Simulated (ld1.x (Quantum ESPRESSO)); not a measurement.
**Logarithmic derivatives: silicon (Si), ultrasoft**

ld1.x (Quantum ESPRESSO) 7.5 input, shortened:

```
&input
   title='Si', zed=14., rel=0, dft='PBE', iswitch=3,
   config='[Ne] 3s1.75 3p2.25 3d-2'
 /
 &inputp
   pseudotype=3, tm=.true., lloc=-1, rcloc=1.20,
   nlcc=.true., rcore=1.30
 /
6
3S  1  0   1.75   0.00  1.80  2.05  0.0
3S  1  0   0.00   1.50  1.80  2.05  0.0
3P  2  1   2.25   0.00  1.30  1.60  0.0
3P  2  1   0.00   4.35  1.30  1.60  0.0
3D  3  2  -2.00   0.05  1.40  1.70  0.0
3D  3  2  -2.00   0.40  1.40  1.70  0.0
 &test
   configts(1)='3s1.75 3p2.25'
 /
```

The phase is arctan(r·u′/u) with u = r·R(r), unwrapped; energies in Ry, scanned from -3 to 5 Ry. A pole is an energy at which the radial function vanishes at the test radius. The pseudo phase is shifted by a multiple of π to meet the all-electron one at the reference energy, and phase errors are pseudo minus all-electron; the curves can meet again beyond the range given. Levels narrower than the energy grid can be missing from the lists of poles.

```json
{"channel": "s", "radius (bohr)": "2.24", "reference energy (Ry)": "-0.81", "poles, all-electron": "1.04", "poles, pseudo": "1.04, 2.88", "unbroken range about the reference energy with phases within 0.05 rad": "below 2.7", "phase error 1 Ry above the reference energy (rad)": "+0.000"}
{"channel": "p", "radius (bohr)": "2.24", "reference energy (Ry)": "-0.31", "poles, all-electron": "1.96", "poles, pseudo": "1.95", "unbroken range about the reference energy with phases within 0.05 rad": "the whole range", "phase error 1 Ry above the reference energy (rad)": "-0.001"}
{"channel": "d", "radius (bohr)": "2.24", "reference energy (Ry)": "0.05", "poles, all-electron": "2.82", "poles, pseudo": "2.58, 3.03", "unbroken range about the reference energy with phases within 0.05 rad": "below 2.6", "phase error 1 Ry above the reference energy (rad)": "-0.000"}
```

Phases in the s channel:

```
E (Ry)  all-electron  pseudo
 -3.00         1.208   1.208
 -2.52         1.135   1.135
 -2.04         1.004   1.004
 -1.56         0.712   0.712
 -1.08        -0.067  -0.067
 -0.60        -0.952  -0.952
 -0.12        -1.303  -1.303
  0.36        -1.456  -1.456
  0.84        -1.544  -1.543
  1.32        -1.605  -1.605
  1.80        -1.654  -1.655
  2.28        -1.701  -1.705
  2.76        -1.749  -1.830
  3.24        -1.808  -4.915
  3.72        -1.886  -4.992
  4.20        -2.010  -5.095
  4.68        -2.241  -5.271
```
